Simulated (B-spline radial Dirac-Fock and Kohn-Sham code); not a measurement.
# Photoelectron lines of Mn⁷⁺ at 1480 eV

System: manganese as Mn⁷⁺, configuration [Ne] 3s2 3p6.

Input file task.json (cfg lists n, l and occupation; rrms is the nuclear radius in fm):

```json
{"items": [{
  "Z": 25,
  "q": 7,
  "cfg": [[1, 0, 2], [2, 0, 2], [2, 1, 6], [3, 0, 2], [3, 1, 6]],
  "A": 55,
  "rrms": 3.7057,
  "do": ["binding", "quiet", "photo"],
  "hv": [26.8, 94.4, 123.0, 144.0, 199.0, 255.0, 258.0, 414.0, 645.0, 1460.0, 1480.0, 1690.0, 1800.0, 2070.0, 3390.0, 3870.0, 5700.0, 14100.0, 14400.0, 17700.0, 19900.0, 51300.0, 70700.0, 77300.0]
}]}
```

Command: `python xray_run.py task.json out`

Calculated with a radial atomic solver, using a relativistic central-field model (Hartree-Slater potential of the initial state, Latter tail, multipole expansion of the photon field, Dirac-Fock thresholds). The asymmetry parameter β is from the dipole term alone. Kinetic energies are from the vacuum level.

```
subshell  electrons  binding (eV)  kinetic (eV)  σ (kb)     β
      2s          2         943.8         536.2    61.1  2.00
   2p1/2          2         822.6         657.4    66.2  1.46
   2p3/2          4         812.4         667.6     128  1.47
      3s          2         235.6        1244.4    11.1  2.00
   3p1/2          2         195.8        1284.2    8.32  1.45
   3p3/2          4         194.2        1285.8    16.2  1.46
```

Branching ratios of the spin-orbit partners (statistical value in brackets): 2p 1.94 (2.00), 3p 1.94 (2.00).

Run: 0.68 s of CPU time on 1 thread of Intel(R) Xeon(R) 6975P-C (shared host), peak memory 0.39 GiB.
